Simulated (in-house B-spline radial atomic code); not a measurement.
Successive ionisation energies of xenon; each step leads to the configuration of the next row (after the last: bare). Dirac energy differences include first-order Breit, QED and recoil terms. NIST's values go from ground level to ground level; the uncertainty of those that are theory runs from under 0.1 % in few-electron ions to several per cent in heavy many-electron ones. Computed with a B-spline radial code for spherical atoms: Dirac-Hartree-Fock, average of the configuration, finite nuclei.

| ion | configuration | ionisation energy (eV) | tabulated value (eV) | tabulated kind | computed minus tabulated (eV) | highest orbital | largest mean radius (bohr) |
| --- | --- | --- | --- | --- | --- | --- | --- |
| Xe39+ | [Ne] 3s2 3p3 | 2837.4 | 2811 | tabulated theory | 26 | 3p3/2 | 0.27557 |
| Xe40+ | [Ne] 3s2 3p2 | ? | ? | tabulated theory | ? | ? | ? |
| Xe41+ | [Ne] 3s2 3p1 | 3012.4 | 3068 | tabulated theory | -56 | 3p3/2 | 0.27266 |
| Xe42+ | [Ne] 3s2 | ? | ? | tabulated theory | ? | ? | ? |
| Xe43+ | [Ne] 3s1 | 3332.6 | 3333.8 | semi-empirical | -1 | 3s1/2 | 0.26961 |
| Xe44+ | [He] 2s2 2p6 | 7771.6 | 7660 | tabulated theory | 112 | 2p3/2 | 0.11176 |
| Xe45+ | [He] 2s2 2p5 | 8011.5 | 7889 | tabulated theory | 122 | 2p3/2 | 0.1111 |
| Xe46+ | [He] 2s2 2p4 | 8254.4 | 8144 | tabulated theory | 110 | 2p3/2 | 0.11045 |
| Xe47+ | [He] 2s2 2p3 | 8500.5 | 8382 | tabulated theory | 118 | 2p3/2 | 0.1098 |
| Xe48+ | [He] 2s2 2p2 | 8749.6 | 8971 | tabulated theory | -221 | 2p3/2 | 0.10915 |
| Xe49+ | [He] 2s2 2p1 | 9001.8 | 9243 | tabulated theory | -241 | 2p3/2 | 0.10852 |
| Xe50+ | [He] 2s2 | 9580.7 | 9581 | tabulated theory | 0 | 2s1/2 | 0.10789 |
| Xe51+ | [He] 2s1 | 9810.1 | 9810.37 | tabulated theory | 0 | 2s1/2 | 0.10729 |
| Xe52+ | 1s2 | ? | ? | tabulated theory | ? | ? | ? |
| Xe53+ | 1s1 | 41299.8 | 41299.89 | tabulated theory | 0 | 1s1/2 | 0.026282 |

Fill in the row of Xe40+.

ionisation energy (eV): 2924.5; tabulated value (eV): 2975; computed minus tabulated (eV): -51; highest orbital: 3p3/2; largest mean radius (bohr): 0.27411.

Fill in the row of Xe42+.

ionisation energy (eV): 3242.5; tabulated value (eV): 3243; computed minus tabulated (eV): 0; highest orbital: 3s1/2; largest mean radius (bohr): 0.27123.

Fill in the row of Xe52+.

ionisation energy (eV): 40268.9; tabulated value (eV): 40271.73; computed minus tabulated (eV): -3; highest orbital: 1s1/2; largest mean radius (bohr): 0.02648.

Where is the largest jump?

From Xe51+ to Xe52+, by a factor of 4.10 (9810.1 to 40269 eV); the highest orbital goes from 2s1/2 to 1s1/2.

Where a p, d or f electron is removed, the computed value is a mean over both j, so it misses the tabulated one by a part of the spin-orbit splitting; averaging over terms and missing correlation add to the gap, relatively most at low charge.
